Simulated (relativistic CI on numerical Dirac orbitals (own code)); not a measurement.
# Electric-dipole lines of Sb XLV

These numbers are calculated, not measured: Dirac-Coulomb-Breit CI, orbitals from a KLI potential per configuration, model QED (radiative potential, 1s self-energy scaled to tabulated hydrogen-like ionisation energies), unscaled Slater integrals (own radial code, finite nucleus).

Configuration list (outside the closed core 1s2): 2s²2p³, 2s2p⁴, 2p⁵, 2p⁴3s, 2p⁴3p, 2p⁴3d, 2s²2p²3s, 2s²2p²3p, 2s²2p²3d, 2s2p³3s, 2s2p³3p, 2s2p³3d, 2s²2p²4s, 2s²2p²4p, 2s²2p²4d, 2s²2p²4f. Levels of other configurations are missing.

| λ vac (nm) | Lower | Upper | A (s⁻¹) | log gf | S velocity/length |
| --- | --- | --- | --- | --- | --- |
| 0.27256 | 2s²2p³ ⁴S°3/2 [2] | 2s²2p²3d ²D3/2 [99] | 2.19e+14 | -0.01 | 0.98 |
| 0.27260 | 2s²2p³ ²P°1/2 [4] | 2s²2p²3d ²D3/2 [116] | 2.21e+14 | -0.01 | 0.99 |
| 0.27304 | 2s²2p³ ²P°3/2 [1] | 2s²2p²3d ⁴P1/2 [48] | 4.12e+14 | -0.04 | 0.98 |
| 0.27359 | 2s²2p³ ²D°5/2 [3] | 2s²2p²3d ²F7/2 [101] | 3.73e+14 | 0.52 | 1.00 |
| 0.27361 | 2s²2p³ ²P°3/2 [1] | 2s²2p²3d ²D3/2 [44] | 2.48e+14 | 0.05 | 0.98 |
| 0.27361 | 2s²2p³ ²D°5/2 [3] | 2s²2p²3d ⁴D5/2 [100] | 1.58e+14 | 0.03 | 0.98 |
| 0.27390 | 2s²2p³ ²P°3/2 [1] | 2s²2p²3d ²F5/2 [43] | 3.56e+14 | 0.38 | 0.99 |
| 0.27415 | 2s2p⁴ ⁴P5/2 [5] | 2s2p³3d ⁴P°3/2 [154] | 2.74e+14 | 0.09 | 0.98 |
| 0.27423 | 2s2p⁴ ⁴P5/2 [5] | 2s2p³3d ⁴D°5/2 [153] | 1.83e+14 | 0.09 | 0.99 |
| 0.27464 | 2s2p⁴ ²P3/2 [7] | 2s2p³3d ²D°5/2 [174] | 2.97e+14 | 0.30 | 0.99 |
| 0.27465 | 2s2p⁴ ⁴P5/2 [5] | 2s2p³3d ⁴D°7/2 [151] | 2.72e+14 | 0.39 | 0.99 |
| 0.27473 | 2s2p⁴ ⁴P5/2 [5] | 2s2p³3d ⁴P°5/2 [150] | 1.71e+14 | 0.06 | 0.98 |
| 0.27666 | 2s2p⁴ ⁴P5/2 [5] | 2s2p³3d ⁶D°7/2 [137] | 1.07e+14 | -0.01 | 0.99 |
| 0.28759 | 2s²2p³ ²P°3/2 [8] | 2s²2p²3d ²D5/2 [118] | 2.87e+14 | 0.33 | 0.99 |
| 0.28787 | 2s²2p³ ⁴S°3/2 [2] | 2s²2p²3d ²D5/2 [53] | 3.09e+14 | 0.36 | 0.99 |
| 0.28833 | 2s²2p³ ²P°3/2 [8] | 2s²2p²3d ²D3/2 [116] | 2.49e+14 | 0.09 | 0.98 |
| 0.28855 | 2s2p⁴ ²D5/2 [10] | 2s2p³3d ²F°7/2 [182] | 3.15e+14 | 0.50 | 1.00 |
| 0.28874 | 2s²2p³ ²D°5/2 [3] | 2s²2p²3d ²F7/2 [54] | 4.62e+14 | 0.67 | 1.00 |
| 0.28884 | 2s²2p³ ⁴S°3/2 [2] | 2s²2p²3d ²F5/2 [47] | 1.43e+14 | 0.03 | 1.00 |
| 0.28901 | 2s²2p³ ²P°3/2 [8] | 2s²2p²3d ²D5/2 [114] | 2.85e+14 | 0.33 | 1.00 |
| 0.28917 | 2s²2p³ ²D°5/2 [3] | 2s²2p²3d ²D5/2 [53] | 1.36e+14 | 0.01 | 0.97 |
| 0.28951 | 2s²2p³ ²P°3/2 [1] | 2s²2p²3d ²D5/2 [20] | 2.81e+14 | 0.33 | 0.99 |
| 0.29017 | 2s2p⁴ ⁴P5/2 [5] | 2s2p³3d ⁴D°7/2 [83] | 3.99e+14 | 0.61 | 0.99 |
| 0.29038 | 2s2p⁴ ²P3/2 [12] | 2s2p³3d ²D°5/2 [190] | 4.91e+14 | 0.57 | 1.00 |
| 0.29055 | 2s²2p³ ²P°1/2 [4] | 2s²2p²3d ²D3/2 [55] | 2.76e+14 | 0.15 | 0.99 |
| 0.29091 | 2s2p⁴ ⁴P5/2 [5] | 2s2p³3s ⁶S°5/2 [77] | 1.31e+14 | 0.00 | 0.98 |
| 0.29107 | 2s2p⁴ ²P3/2 [7] | 2s2p³3d ²D°5/2 [94] | 3.85e+14 | 0.47 | 0.99 |
| 0.29143 | 2s2p⁴ ⁴P3/2 [9] | 2s2p³3d ⁴D°5/2 [153] | 1.87e+14 | 0.16 | 0.99 |
| 0.29161 | 2s2p⁴ ²D5/2 [10] | 2s2p³3d ²D°5/2 [163] | 1.90e+14 | 0.16 | 0.98 |
| 0.29177 | 2s2p⁴ ²D5/2 [10] | 2s2p³3d ²F°7/2 [161] | 1.84e+14 | 0.27 | 1.00 |

Terms are leading LS components. Brackets give the number of a level in order of energy, since labels repeat. The list gives strong lines, with weight on those to low levels, among the lowest 200 of 359 levels, so that lines to higher ones, which can be the strongest, are missing. Levels whose partners in the same complex of configurations lie outside the list can be far off, and so can their lines. Rates are taken at the computed energies, electric ones in the length gauge. A velocity-to-length ratio far from 1 marks an uncertain rate.

At this charge energies of transitions that change n are usually good to better than 1 %, and those within a shell (Δn = 0) to a few per cent.

LS names give the leading component of a level, which can be under half, so a name can repeat, a term be missing and a line seem to break the LS rules.
